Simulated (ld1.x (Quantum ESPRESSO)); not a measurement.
# Pseudopotential generation for fluorine (F): PAW, LDA (PZ), scalar-relativistic.

```json
{"Element": "fluorine (F)", "Generator": "ld1.x (Quantum ESPRESSO) 7.5", "Type": "PAW", "Functional": "LDA (PZ)", "Relativity": "scalar-relativistic", "Frozen core": "[He]", "Valence charge": "7", "Reference configuration": "2s1 2p6", "Partial waves": "2s (bound): rcut 0.85, rcutus 1.00 bohr; 2s channel at 0.1 Ry: rcut 0.85, rcutus 1.00 bohr; 2p (bound): rcut 1.05, rcutus 1.45 bohr; 2p channel at 0.05 Ry: rcut 1.05, rcutus 1.45 bohr; 3d channel at -0.2 Ry: rcut 1.15, rcutus 1.50 bohr", "Local potential": "all-electron potential smoothed inside 1.45 bohr (lloc = -1)", "Core correction": "Bessel-smoothed model core, default radius (core density twice the valence density)", "Augmentation charge": "BESSEL, radius 0.80 bohr"}
```

All-electron outer shells of the reference configuration (LDA (PZ), scalar-relativistic, ld1.x):

```tsv
shell	level (eV)	outermost node (bohr)	outermost maximum (bohr)
1s	-659.49	–	0.12
2s	-30.13	0.24	0.77
2p	-11.70	–	0.71
```

Calculated quality:

- Largest excitation error: -111 meV (all-electron minus pseudo) for 2s2 2p2, out of 7 test configurations
- Lowest eigenvalue of the overlap operator: -2.48 (s channel); it is negative, so in a basis up to 400 Ry S is not positive definite and the file is unfit for use

The ghost test of this file was not conclusive. Its overlap operator is not positive definite in a basis up to 400 Ry (lowest eigenvalue s -2.48), so the file is unfit for use: the generalised eigenproblem breaks down once the basis is large enough, and its test numbers describe a broken file.

Generation and tests took about 1.5 s on one core of a shared server CPU.
